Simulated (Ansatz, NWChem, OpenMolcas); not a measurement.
# A family of molecules: the HOMO–LUMO gap

Gas-phase molecules, one atom swapped for its congeners: Li2 (lithium dimer); NaLi (lithium sodium); KLi (Lithium Potassium); RbLi. All are singlets with charge 0.

Shapes, held fixed at every level: measured bond length; RbLi from PBE0-D4/def2-TZVP. Programs: Ansatz 0.2.0, NWChem 7.3.0, OpenMolcas 26.06. A level may come from different programs for different species; with the same settings they agree closely. Values in eV.

```
      level   Li2  NaLi   KLi  RbLi
  HF/STO-3G  6.32  7.99  6.17  7.07
   HF/3-21G  5.18  4.95  4.15  3.87
HF/def2-SVP  5.10  4.97  4.22  4.00
```

At HF/def2-SVP the HOMO–LUMO gap falls at every step, from 5.10 to 4.00 eV. 2 of 3 levels show this order throughout; 2 agree on the largest and the smallest. For atoms past krypton def2 sets carry core potentials with scalar relativity. All-electron rows are non-relativistic unless named. Orbital gaps aren't excitation energies, and the LUMO depends on the basis.
